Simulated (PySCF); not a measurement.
C6H7Cl3Si2, SMILES c1cc([SiH3])ccc1[Si](Cl)(Cl)Cl at its GFN2-xTB optimised geometry (Å):

```
18

Si    -1.9266    -3.0741    -0.0110
C     -0.9614    -1.4495     0.0000
C     -1.6051    -0.2160    -0.0029
C     -0.8926     0.9672    -0.0027
C      0.5024     0.9640     0.0010
Si     1.4734     2.5839    -0.0195
Cl     1.6712     3.2604    -1.9198
Cl     3.3172     2.3043     0.7658
Cl     0.4999     3.9864     1.0683
C      1.1506    -0.2713     0.0000
C      0.4305    -1.4495     0.0000
H     -1.8554    -3.6558    -1.3539
H     -1.3180    -3.9864     0.9591
H     -3.3172    -2.7957     0.3486
H     -2.6854    -0.1814    -0.0024
H     -1.4230     1.9084    -0.0004
H      2.2303    -0.3065     0.0045
H      0.9600    -2.3919     0.0030
```

Level of theory: B3LYP/def2-SVP run with PySCF 2.14.0. Cells within 0.4 Å of a nucleus heavier than hydrogen are left out (blank, or x).

Map of the Laplacian of the electron density (e/bohr⁵), clipped to [-1.50, 1.50] on the plane z = 0.0 Å:

```
|55555555555555555555555555555|
|55555555555555555555555555555|
|55555555555555555555555555555|
|55555555555555555555555555555|
|55555555555555555555555555555|
|55555555555555555555555555555|
|55555555555555555555555555555|
|55555555555555556995555555555|
|55555555555555559xx7554555555|
|55555555554455555995544555555|
|55555555554045553455555555555|
|555555555552x33x2555555555555|
|555555555557x11xx555555555555|
|55555555555235532555555555555|
|5555555412xx5555xx33555555555|
|5555555523xx5555xx20455555555|
|55555555554245532455555555555|
|55555555555xx22x4555555555555|
|555555555554x33x3555555555555|
|55555555554355540455555555555|
|55555544599555553455555555555|
|555555448xx955555555555555555|
|55555554699655555555555555555|
|55555555555455555555555555555|
|55555555555555555555555555555|
|55555555555555555555555555555|
|55555555555555555555555555555|
|55555555555555555555555555555|
|55555555555555555555555555555|
```
Scale: ten equal steps from -1.50 (start of '0') to 1.50 (end of '9'), in the order '0123456789'; x runs from -6.00 to 6.00, y from -6.00 (bottom) to 6.00 (top).
